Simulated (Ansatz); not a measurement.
ZnI₂⁻. Charge -1, multiplicity 2. Geometry r2SCAN-D4/def2-TZVPD; atoms count from 1.

```xyz
3

Zn   -0.475   -0.755   -0.026
I     1.317   -0.366    1.884
I    -0.842    1.120   -1.858
```

In the def2 sets I takes a core potential; there is no spin–orbit coupling. The structure comes from a short search, and lower isomers may exist.

Estimate the Mulliken populations from the PBE0/def2-TZVPD orbitals of Ansatz.


| atom | charge (e) | spin (α − β) | d electrons |
| --- | --- | --- | --- |
| Zn1 | -0.02 | 0.76 | 10.07 |
| I2 | -0.49 | 0.12 | – |
| I3 | -0.49 | 0.12 | – |
Mulliken values and Mayer orders depend strongly on the basis. With diffuse functions, as here, like atoms can get unlike values, and bond orders can come out too low or too high.

Where does the spin sit?

Summed by element: Zn 0.76, I 0.24, of 1 unpaired in all. Largest on single atoms: Zn1 0.76, I3 0.12, I2 0.12.

And the Mayer bond orders between bonded heavy atoms (over 0.3)?

Zn1–I2 0.84 (2.65 Å); Zn1–I3 0.84 (2.65 Å).
